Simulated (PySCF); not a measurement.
CH₇Si₂, SMILES [SiH3][CH][SiH3], multiplicity 2. Atoms are numbered in the order given.

```xyz
10

Si     1.6609     0.0000    -0.1354
C      0.0000     0.0000     0.6957
Si    -1.6609     0.0000    -0.1354
H      2.4480     1.2071     0.2640
H      2.4480    -1.2071     0.2640
H      1.4955     0.0000    -1.6176
H      0.0000     0.0000     1.7958
H     -2.4480     1.2071     0.2640
H     -2.4480    -1.2071     0.2640
H     -1.4955     0.0000    -1.6176
```
Charge 0, spin multiplicity 2.

Geometry: ωB97X-D3(BJ)/def2-SVP. The isomer is the one that the SMILES or the coordinates give; other isomers of the formula were not compared.

Computed with PBE0/pcH-1 (PySCF).

Unrestricted Kohn–Sham, ⟨S²⟩ = 0.754. Hyperfine tensors hold the contact and dipolar terms, without spin-orbit corrections.

### Question
Estimate the hyperfine couplings. (An estimate is asked for; the answer gives what the named calculation found.)

### Answer

```csv
nucleus,A(iso) (MHz),A(iso) (G),dipolar principal values (MHz)
29Si no. 1,51.6,18.4,"-2.8, 0.9, 1.9"
13C no. 2,75.7,27.0,"-71.0, -70.3, 141.3"
29Si no. 3,51.6,18.4,"-2.8, 0.9, 1.9"
1H no. 4,67.3,24.0,"-3.2, -1.7, 4.9"
1H no. 5,67.3,24.0,"-3.2, -1.7, 4.9"
1H no. 6,-2.0,-0.7,"-3.0, -2.6, 5.5"
1H no. 7,-58.6,-20.9,"-33.5, -1.2, 34.7"
1H no. 8,67.3,24.0,"-3.2, -1.7, 4.9"
1H no. 9,67.3,24.0,"-3.2, -1.7, 4.9"
1H no. 10,-2.0,-0.7,"-3.0, -2.6, 5.5"
```

### Question
And the g tensor (effective nuclear charges for spin-orbit coupling, GIAO)? (An estimate is asked for; the answer gives what the named calculation found.)

### Answer
principal values 2.0022, 2.0029, 2.0029; isotropic 2.0027.
